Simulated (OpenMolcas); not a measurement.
## Worked example: vertical ionisation energy of CH5FOSn (SMILES C[O][SnH2][F])

CH5FOSn: 9 atoms, total charge 0, spin state singlet. SMILES: `C[O][SnH2][F]`. The shape is that of a PBE0-D4/def2-TZVP optimisation. This is one conformer, not always the lowest.

Both states at this one shape; open shells run unrestricted unless said. 1 Eh = 27.2114 eV.

| level | program | singlet CH5FOSn (Eh) | doublet CH5FOSn+ (Eh) | HOMO of the first (eV) |
| --- | --- | --- | --- | --- |
| HF/def2-SVP (core potential) | OpenMolcas | -428.260158 | -427.922388 | -12.02 |
| BLYP/def2-SVP (core potential) | OpenMolcas | -430.201021 | -429.843806 | -6.11 |
| BHLYP/def2-SVP (core potential) | OpenMolcas | -430.135088 | -429.761804 | -9.44 |
| M06-2X/def2-SVP (core potential) | OpenMolcas | -430.154242 | -429.771555 | -9.45 |

Question: Work out the vertical ionisation energy at each level.

Answer: 
1. HF/def2-SVP (core potential): -427.922388 − (-428.260158) = 0.337770 Eh = 9.19 eV; −ε(HOMO) = 12.02 eV.
2. BLYP/def2-SVP (core potential): -429.843806 − (-430.201021) = 0.357215 Eh = 9.72 eV; −ε(HOMO) = 6.11 eV.
3. BHLYP/def2-SVP (core potential): -429.761804 − (-430.135088) = 0.373284 Eh = 10.16 eV; −ε(HOMO) = 9.44 eV.
4. M06-2X/def2-SVP (core potential): -429.771555 − (-430.154242) = 0.382687 Eh = 10.41 eV; −ε(HOMO) = 9.45 eV.

No measured value is set beside it here; the levels span 9.19 to 10.41 eV. In Hartree–Fock, −ε(HOMO) (Koopmans) exceeds the difference of totals by the orbital relaxation of the ion. In semi-local functionals −ε(HOMO) lies far under the ionisation energy, a result of self-interaction, while the difference of totals does much better. Hartree–Fock favours the state with fewer electron pairs, since it lacks pair correlation. Spin-orbit coupling, which splits open shells on such heavy atoms by tenths of an eV, is left out.
